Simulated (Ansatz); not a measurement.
Isolated molecules relaxed with PBE0-D4/def2-TZVP in Ansatz; ΔE leaves out vibrations. CBS: MP2 limit from def2 TZ/QZ plus the TZ coupled-cluster correction, frozen cores. Functionals use def2-TZVPP. B3LYP here is the variant with VWN-RPA as its local correlation; programs differ in this. For Se outer-core shells are correlated without core-valence functions, which leaves a few kJ/mol of doubt a bond. Scalar relativity is left out up to krypton. Each species was taken in one conformer, which may not be the lowest.

Reaction (substitution at a C–C bond): `C[C]1(C)[O][AlH]1` + `NC[SeH]` → `CNC[SeH]` + `C[CH]1[O][AlH]1`

Task: Is it downhill or uphill in electronic energy at CCSD(T)/CBS, and by how much? (Best estimate.)

Result: The calculation gave: Uphill: ΔE = +0.44 eV.

Task: What do these levels give: PBE0-D4, ωB97X-V, B3LYP, CCSD/def2-TZVPP, CCSD(T)/def2-TZVPP, MP2/def2-QZVPP? (An estimate is asked.)

Result: Ansatz gave: PBE0-D4 0.41, ωB97X-V 0.39, B3LYP 0.36, CCSD/def2-TZVPP 0.40, CCSD(T)/def2-TZVPP 0.42, MP2/def2-QZVPP 0.46 eV.

Largest T1 diagnostic among the species: 0.016.

In def2-TZVPP, CCSD(T) changes the Hartree–Fock value by +0.10 eV (the triples alone add +0.02 eV) and MP2 by +0.13 eV.
